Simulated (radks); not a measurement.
The numbers below are computed, except where a source is named.
Q: These are the eigenvalues of the occupied orbitals of an atom or ion with whole-number occupations (hartree). Level of theory: Dirac Kohn-Sham, BLYP, spin-unpolarised, spherical densities, finite nucleus; Fermi nuclear charge, rms radius of each element as measured or else 0.836 A^(1/3) + 0.57 fm (a radial shooting solver on a logarithmic mesh with Libxc functionals).

orbital  eigenvalue
1s1/2     -209.4934
2s1/2     -33.68801
2p1/2     -30.32861
2p3/2     -30.05869
3s1/2     -11.88125

Which element is it, and in what charge state? The configuration may be excited. Open shells, if any, fill j = l - 1/2 first.

A: Z = 23, vanadium, charge +12: V12+ in [Ne] 3s1. The list shows which subshells hold electrons but not how many an open one holds; the 1s level, -209.49 hartree, gives Z - s = 20.5 by -(Z - s)^2/2, which with screening and relativity narrows Z to a few neighbours, and the depths of the outer levels then fix element, charge and occupations together.
